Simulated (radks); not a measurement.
The numbers below are computed, except where a source is named.
Excited configurations of Os I: one electron is placed in a higher orbital outside [Xe] 4f14 5d6 6s1. The ground configuration is [Xe] 4f14 5d6 6s2. Code: a radial shooting solver on a logarithmic mesh with Libxc functionals. Model: non-relativistic Kohn-Sham, PBE, spin-unpolarised, spherical densities, point nucleus; relativity is left out, which matters for an element this heavy. Excitation = E - E(ground); binding = E(ion) - E, where the ion is the core of charge +1; n* = 1/sqrt(2 binding) in atomic units, and the quantum defect is n - n*.

5f: excitation (eV) 7.160; binding (eV) 0.917; n* 3.851; quantum defect 1.149; eigenvalue (eV) -0.431; <r> (bohr) 17.12
6p: excitation (eV) 3.650; binding (eV) 4.428; n* 1.753; quantum defect 4.247; eigenvalue (eV) -2.115; <r> (bohr) 4.524
6d: excitation (eV) 6.454; binding (eV) 1.624; n* 2.894; quantum defect 3.106; eigenvalue (eV) -0.718; <r> (bohr) 10.06
6f: excitation (eV) 7.440; binding (eV) 0.638; n* 4.618; quantum defect 1.382; eigenvalue (eV) -0.367; <r> (bohr) 28.90
7s: excitation (eV) 5.642; binding (eV) 2.436; n* 2.363; quantum defect 4.637; eigenvalue (eV) -1.431; <r> (bohr) 8.885
7p: excitation (eV) 6.293; binding (eV) 1.785; n* 2.761; quantum defect 4.239; eigenvalue (eV) -1.017; <r> (bohr) 11.29
7d: excitation (eV) 7.056; binding (eV) 1.022; n* 3.648; quantum defect 3.352; eigenvalue (eV) -0.571; <r> (bohr) 18.91
7f: excitation (eV) 7.615; binding (eV) 0.463; n* 5.422; quantum defect 1.578; eigenvalue (eV) -0.288; <r> (bohr) 43.25

The Delta-SCF ionisation energy is 8.078 eV (NIST Atomic Spectra Database: 8.438 eV, measured). Self-interaction in the functional shifts the binding energies and quantum defects, so they are the method's values and not measured ones. Relativity is left out here, which matters for elements this heavy. Spin polarisation and multiplet splitting are left out, so open shells lie too high by an amount that depends on their filling.

Beside tabulated values, note that spin-unpolarised runs miss the spin-polarisation part of the exchange energy of open shells.
